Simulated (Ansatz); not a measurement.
Ansatz (a program for electronic structure) input (B97M-V/def2-TZVPD):

Ansatz 0.2 input:
```yaml
crystal:
  periodic: [false, false, false]
  atoms:
    - {symbol: Ge, position_ang: [-0.00000000, -0.00000000, -0.35685678]}
    - {symbol: O, position_ang: [0.00000000, 0.00000000, 1.42742714]}
basis:
  gaussian:
    orbitals: def2-TZVPD
hamiltonian:
  xc: {name: B97M-V}
total_charge: 1
magnetization: {spin_polarized: true, initial_magnetization: 1}
output: {forces: true}
```

Output:

```
Functional definition: B97M-V
integrals: 0.03 GiB planned
557 factors; their error is unknown
mean field: 0.34 GiB planned
mean field evaluation 1: about -58505.3252 eV, gradient 9.2e1 eV
mean field evaluation 2: about -58244.9290 eV, gradient 1.7e2 eV
mean field evaluation 4: about -58537.8321 eV, gradient 3.6e1 eV
mean field evaluation 8: about -58543.9928 eV, gradient 1.5e-1 eV
mean field evaluation 16: about -58543.9891 eV, gradient 8.3e-4 eV
mean field evaluation 32: about -58542.8605 eV, gradient 8.9e0 eV
mean field evaluation 64: about -58543.5318 eV, gradient 9.6e-5 eV
mean field -58543.98911255 eV, -2151.4519173451 hartree, gradient 7.7e-6 eV, S^2 0.758037; 7 other end points of the search recorded, 0 dependent functions left out
the calculation of the forces begins
reference -58543.98915468 eV, -2151.4519188934 hartree; 20, 19 occupied and 74, 75 virtual orbitals, 557 factors
Total energy: -58543.98915468 eV, -2151.4519188934 hartree
Atom 0 at    -0.000000    -0.000000    -0.356857 Å, force    -0.000000     0.000000     0.221395 eV/Å
Atom 1 at     0.000000     0.000000     1.427427 Å, force    -0.000000    -0.000000    -0.221395 eV/Å
Dipole moment:     0.000000    -0.000000    -0.456280 e Å
```
